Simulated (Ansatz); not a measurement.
`BCN(B)C` and `BN(C)CC` differ in one atom or group.

Ansatz, PBE0-D4/def2-TZVP geometries, multiplicity 1. Each molecule was computed in one conformer, which needn't be the lowest.

```json
{"property": "HOMO energy (PBE0/def2-TZVPP) / eV", "`BCN(B)C`": "-7.51"}
{"property": "HOMO energy (B3LYP/def2-TZVPP) / eV", "`BCN(B)C`": "-7.29"}
{"property": "size of the dipole moment (ωB97M-V/def2-TZVPP) / D", "`BCN(B)C`": "2.15"}
{"property": "HOMO–LUMO gap (PBE0/def2-TZVPP) / eV", "`BCN(B)C`": "6.16"}
{"property": "size of the dipole moment (PBE/def2-TZVPP) / D", "`BCN(B)C`": "2.31"}
{"property": "HOMO energy (ωB97M-V/def2-TZVPP) / eV", "`BCN(B)C`": "-9.81"}
```

Give the same properties after the change, and the shifts. (Best estimate.)

The calculation gave: 
```json
{"property": "HOMO energy (PBE0/def2-TZVPP) / eV", "`BN(C)CC`": "-7.39", "shift": "0.12"}
{"property": "HOMO energy (B3LYP/def2-TZVPP) / eV", "`BN(C)CC`": "-7.18", "shift": "0.11"}
{"property": "size of the dipole moment (ωB97M-V/def2-TZVPP) / D", "`BN(C)CC`": "1.97", "shift": "-0.18"}
{"property": "HOMO–LUMO gap (PBE0/def2-TZVPP) / eV", "`BN(C)CC`": "7.60", "shift": "1.44"}
{"property": "size of the dipole moment (PBE/def2-TZVPP) / D", "`BN(C)CC`": "2.11", "shift": "-0.20"}
{"property": "HOMO energy (ωB97M-V/def2-TZVPP) / eV", "`BN(C)CC`": "-9.71", "shift": "0.10"}
```

With PBE0 the HOMO rises by 0.12 eV and the LUMO rises by 1.56 eV, so the gap widens by about 1.44 eV. PBE moves the HOMO by 0.13 eV and ωB97M-V by 0.10 eV. Dipoles are sizes alone; their direction can turn.

B3LYP here is the variant with VWN-RPA as its local correlation; programs differ in this.
